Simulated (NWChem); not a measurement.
Everything below was run with NWChem. System: toluene (C7H8), charge 0, spin multiplicity 1, optimised in this run. Level: B3LYP/def2-SVP.

Job file:

```
start mol
memory heap 200 mb stack 900 mb global 1100 mb
geometry units angstroms noautosym
  C     -2.399930    -0.113707     0.013499
  C     -0.902698    -0.040528     0.016739
  C     -0.137688    -1.187053     0.190981
  C      1.244285    -1.125219     0.173402
  C      1.883130     0.087575    -0.019432
  C      1.130887     1.236258    -0.194598
  C     -0.250984     1.170965    -0.176561
  H     -2.835693     0.823355     0.352597
  H     -2.750763    -0.919488     0.654413
  H     -2.760608    -0.306759    -0.997661
  H     -0.630815    -2.137045     0.343158
  H      1.824486    -2.026133     0.312211
  H      2.962027     0.137508    -0.031687
  H      1.622177     2.186901    -0.344410
  H     -0.832821     2.071914    -0.312806
end
basis spherical
  * library def2-svp
end
dft
  xc b3lyp
  semidirect memsize 60000000 filesize 0
  iterations 100
end
driver
  maxiter 80
end
task dft optimize
```

Part of the output:

```
             Northwest Computational Chemistry Package (NWChem) 7.3.0
             --------------------------------------------------------

                                NWChem Input Module
                                -------------------

 Scaling coordinates for geometry "geometry" by  1.889725989
 (inverse scale =  0.529177249)

          ------
          auto-z
          ------

                             Geometry "geometry" -> ""
                             -------------------------

 Output coordinates in angstroms (scale by  1.889725989 to convert to a.u.)

  No.       Tag          Charge          X              Y              Z
 ---- ---------------- ---------- -------------- -------------- --------------
    1 C                    6.0000    -2.39993004    -0.11370698     0.01349910
    2 C                    6.0000    -0.90269804    -0.04052798     0.01673910
    3 C                    6.0000    -0.13768804    -1.18705298     0.19098110
    4 C                    6.0000     1.24428496    -1.12521898     0.17340210
    5 C                    6.0000     1.88312996     0.08757502    -0.01943190
    6 C                    6.0000     1.13088696     1.23625802    -0.19459790
    7 C                    6.0000    -0.25098404     1.17096502    -0.17656090
    8 H                    1.0000    -2.83569304     0.82335502     0.35259710
    9 H                    1.0000    -2.75076304    -0.91948798     0.65441310
   10 H                    1.0000    -2.76060804    -0.30675898    -0.99766090
   11 H                    1.0000    -0.63081504    -2.13704498     0.34315810
   12 H                    1.0000     1.82448596    -2.02613298     0.31221110
   13 H                    1.0000     2.96202696     0.13750802    -0.03168690
   14 H                    1.0000     1.62217696     2.18690102    -0.34440990
   15 H                    1.0000    -0.83282104     2.07191402    -0.31280590

 Effective nuclear repulsion energy (a.u.)     270.9578635970

            Nuclear Dipole moment (a.u.)
            ----------------------------
        X                 Y               Z
 ---------------- ---------------- ----------------
    -0.0000000000    -0.0000000000     0.0000000000


 Summary of "ao basis" -> "" (spherical)
 ------------------------------------------------------------------------------
       Tag                 Description            Shells   Functions and Types
 ---------------- ------------------------------  ------  ---------------------
 *                          def2-svp                  on all atoms

                           NWChem Geometry Optimization
                           ----------------------------

 maximum gradient threshold         (gmax) =   0.000450
 rms gradient threshold             (grms) =   0.000300
 maximum cartesian step threshold   (xmax) =   0.001800
 rms cartesian step threshold       (xrms) =   0.001200
 fixed trust radius                (trust) =   0.300000
 maximum step size to saddle      (sadstp) =   0.100000
 energy precision                  (eprec) =   5.0D-06
 maximum number of steps          (nptopt) =   80
 initial hessian option           (inhess) =    0
 line search option               (linopt) =    1
 hessian update option            (modupd) =    1
 saddle point option              (modsad) =    0
 initial eigen-mode to follow     (moddir) =    0
 initial variable to follow       (vardir) =    0
 follow first negative mode     (firstneg) =    T
 apply conjugacy                    (opcg) =    F
[...]
   43 Torsion                  1     2     7    15           1.33945    0.23335
   44 Torsion                  2     3     4     5           0.06448    0.07375
   45 Torsion                  2     3     4    12         179.88497   -0.00794
   46 Torsion                  2     7     6     5          -0.06144   -0.07850
   47 Torsion                  2     7     6    14        -179.88553    0.00853
   48 Torsion                  3     2     1     8         152.07458   -0.06423
   49 Torsion                  3     2     1     9          31.00473    0.14370
   50 Torsion                  3     2     1    10         -88.43491    0.03642
   51 Torsion                  3     2     7     6           0.13458    0.17518
   52 Torsion                  3     2     7    15        -179.78143    0.17062
   53 Torsion                  3     4     5     6           0.01247    0.02745
   54 Torsion                  3     4     5    13         179.82327   -0.07196
   55 Torsion                  4     3     2     7          -0.13610   -0.17281
   56 Torsion                  4     5     6     7          -0.01397   -0.02510
   57 Torsion                  4     5     6    14         179.80957   -0.11249
   58 Torsion                  5     4     3    11        -179.85595    0.07345
   59 Torsion                  5     6     7    15         179.85441   -0.07383
   60 Torsion                  6     5     4    12        -179.80748    0.10948
   61 Torsion                  7     2     1     8         -29.07847   -0.13733
   62 Torsion                  7     2     1     9        -150.14832    0.07060
   63 Torsion                  7     2     1    10          90.41204   -0.03668
   64 Torsion                  7     2     3    11         179.78448   -0.17261
   65 Torsion                  7     6     5    13        -179.82476    0.07432
   66 Torsion                 11     3     4    12          -0.03545   -0.00824
   67 Torsion                 12     4     5    13           0.00332    0.01007
   68 Torsion                 13     5     6    14          -0.00122   -0.01307
   69 Torsion                 14     6     7    15           0.03032    0.01320

 ==============================================================================
                                internuclear distances
 ------------------------------------------------------------------------------
       center one      |      center two      | atomic units |  angstroms
 ------------------------------------------------------------------------------
    2 C                |   1 C                |     2.85423  |     1.51040
    3 C                |   2 C                |     2.65377  |     1.40431
    4 C                |   3 C                |     2.64090  |     1.39750
    5 C                |   4 C                |     2.64175  |     1.39795
    6 C                |   5 C                |     2.64150  |     1.39782
    7 C                |   2 C                |     2.65349  |     1.40417
    7 C                |   6 C                |     2.64118  |     1.39765
    8 H                |   1 C                |     2.08015  |     1.10077
    9 H                |   1 C                |     2.08036  |     1.10088
   10 H                |   1 C                |     2.08713  |     1.10446
   11 H                |   3 C                |     2.06768  |     1.09417
   12 H                |   4 C                |     2.06614  |     1.09336
   13 H                |   5 C                |     2.06550  |     1.09301
   14 H                |   6 C                |     2.06614  |     1.09335
   15 H                |   7 C                |     2.06764  |     1.09415
 ------------------------------------------------------------------------------
                         number of included internuclear distances:         15
 ==============================================================================

 ==============================================================================
                                 internuclear angles
 ------------------------------------------------------------------------------
        center 1       |       center 2       |       center 3       |  degrees
 ------------------------------------------------------------------------------
    2 C                |   1 C                |   8 H                |   111.58
    2 C                |   1 C                |   9 H                |   111.57
    2 C                |   1 C                |  10 H                |   111.08
    8 H                |   1 C                |   9 H                |   108.13
    8 H                |   1 C                |  10 H                |   107.15
    9 H                |   1 C                |  10 H                |   107.11
    1 C                |   2 C                |   3 C                |   120.94
    1 C                |   2 C                |   7 C                |   120.98
    3 C                |   2 C                |   7 C                |   118.07
    2 C                |   3 C                |   4 C                |   121.08
    2 C                |   3 C                |  11 H                |   119.36
    4 C                |   3 C                |  11 H                |   119.56
    3 C                |   4 C                |   5 C                |   120.19
    3 C                |   4 C                |  12 H                |   119.76
    5 C                |   4 C                |  12 H                |   120.06
    4 C                |   5 C                |   6 C                |   119.40
    4 C                |   5 C                |  13 H                |   120.30
    6 C                |   5 C                |  13 H                |   120.30
    5 C                |   6 C                |   7 C                |   120.19
    5 C                |   6 C                |  14 H                |   120.06
    7 C                |   6 C                |  14 H                |   119.75
    2 C                |   7 C                |   6 C                |   121.08
    2 C                |   7 C                |  15 H                |   119.36
    6 C                |   7 C                |  15 H                |   119.56
 ------------------------------------------------------------------------------
                            number of included internuclear angles:         24
 ==============================================================================

 Task  times  cpu:       63.8s     wall:       63.8s

 Total times  cpu:       63.9s     wall:       63.9s
```
